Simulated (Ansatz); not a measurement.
Geometry optimisation, Ansatz 0.2.0, UKS revPBE/6-31G.

The input (input.yaml):

```yaml
crystal:
  periodic: [false, false, false]
  atoms:
    - { symbol: C, position_ang: [-1.8473, 1.0399, -0.8831] }
    - { symbol: B, position_ang: [-0.5604, 1.5869, -0.1964] }
    - { symbol: "N", position_ang: [0.4975, 0.6536, 0.2875] }
    - { symbol: C, position_ang: [0.5852, -0.6231, 0.2207] }
    - { symbol: F, position_ang: [-0.5257, -1.3188, -0.3509] }
    - { symbol: Si, position_ang: [1.9354, -1.5766, 0.8883] }
    - { symbol: H, position_ang: [-2.4376, 0.439, -0.1925] }
    - { symbol: H, position_ang: [-2.4842, 1.9769, -1.1706] }
    - { symbol: H, position_ang: [-1.6453, 0.539, -1.7766] }
    - { symbol: H, position_ang: [-0.401, 2.7542, -0.0339] }
    - { symbol: H, position_ang: [1.6849, -3.0293, 0.7144] }
    - { symbol: H, position_ang: [3.1821, -1.1913, 0.1985] }
    - { symbol: H, position_ang: [2.0368, -1.2852, 2.3095] }
magnetization:
  spin_polarized: true
basis:
  gaussian: { orbitals: "6-31G" }
hamiltonian:
  xc: revpbe
relax:
  f_tol: 0.02
  max_steps: 50
```

Run as:

```bash
$ ansatz run input.yaml --threads 2 --pin off --max-ram 3072MiB --backend cpu --events-out ev --progress --plain --runs-dir out
```

Question: Where does it end, and by what steps?

Answer: It converged. Limits of this set-up: no polarisation functions. After 34 steps the energy has fallen by 1.416 eV; F5 moved furthest, 2.25 Å.

```
step  energy less start (eV)  largest force component (eV/Å)  accepted
   0                  0.0000                           3.765       yes
   2                 -0.5743                           0.816       yes
   4                 -0.6268                           0.162       yes
   6                 -0.6708                           0.260       yes
   8                 -0.7927                           0.628       yes
  10                 -0.9889                           0.786       yes
  12                 -1.1430                           1.150       yes
  14                 -1.2597                           0.688       yes
  16                 -1.3100                           0.436       yes
  18                 -1.3775                           0.336       yes
  20                 -1.3910                           0.164       yes
  22                 -1.4019                           0.106       yes
  24                 -1.3885                           0.712        no
  26                 -1.4129                           0.052       yes
  28                 -1.4150                           0.039       yes
  30                 -1.4156                           0.088        no
  32                 -1.4162                           0.051       yes
  34                 -1.4164                           0.010       yes
```

```xyz
13
Properties=species:S:1:pos:R:3
C -2.219 1.205 -0.499
B -0.642 1.349 -0.577
N 0.223 0.269 -0.415
C 1.002 -0.706 -0.359
F 1.363 -1.415 -1.576
Si 1.900 -1.535 1.142
H -2.572 0.179 -0.302
H -2.621 1.874 0.287
H -2.669 1.553 -1.450
H -0.122 2.427 -0.763
H 1.487 -2.986 1.203
H 3.390 -1.438 0.919
H 1.501 -0.812 2.406
```

Whether the end is a true minimum wasn't checked by a vibrational analysis.

The run took 94 s on 2 threads of Intel(R) Xeon(R) Platinum 8488C (Sapphire Rapids) (shared host), peak memory 0.25 GiB.
